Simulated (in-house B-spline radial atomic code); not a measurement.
# RPA and G0W0 on PBE: the copper ion Cu⁶⁺

Configuration [Ar] 3d5, highest spin, mean-field start PBE. Computed with a B-spline radial code for spherical atoms: all electrons, non-relativistic, point nucleus, each spin shell either full or empty, empty states to l = 9 with an (l + 1/2)⁻⁴ tail; G0W0 by contour deformation at full frequency.

Command:
```bash
python run_gw.py task.json out
```
Settings (radii: box in bohr, nucleus in fm):
```
Z                        29
electrons                23
configuration            [Ar] 3d5
hamiltonian              nr
method                   pbe,pbe
lmax                     9
spin_polarised           True
box_radius               9.29
intervals                49
```

Cost of the run: 1.2 s on 1 thread of AMD EPYC 7R13 Processor, on a shared host.

Energies (hartree):

```csv
term,value
mean-field total,-1628.84058
Hartree-Fock functional on these orbitals,-1628.11436
direct second order,-1.7777
second-order exchange,0.58048
SOSEX correction,0.54042
```

**Question.** What is the RPA correlation energy, and what remains with SOSEX?

**Answer.** RPA gives -1.589 hartree (-1.88 eV per electron); RPA + SOSEX gives -1.0486, and the second-order doubles -1.1972 hartree (no singles). RPA lacks exchange-type terms and so overcorrelates at short range.

Quasi-particle levels (eV):

```
  level  occupied  mean field  Σx - vxc     Σc  QP weight     G0W0
  3d up       yes     -125.50    -16.05      ?          ?        ?
3p down       yes     -187.11    -14.24   0.53      0.956  -200.83
3d down        no     -117.74     18.12  -5.77      0.963  -105.39
```

G0W0 = mean field + (Σx - vxc) + Σc, with Σc (partial-wave tail included) taken at the quasi-particle energy. Only the outer levels were computed. Levels of low weight are left out.

**Question.** Where does G0W0 put 3d up?

**Answer.** At -139.81 eV, with Σc = 1.75 eV and a quasi-particle weight of 0.960. The tabulated removal energy is 139 ± 1.2 eV (NIST, semi-empirical); the calculation leaves out relativity, Breit and QED terms, and what these don't explain is the method's own error.
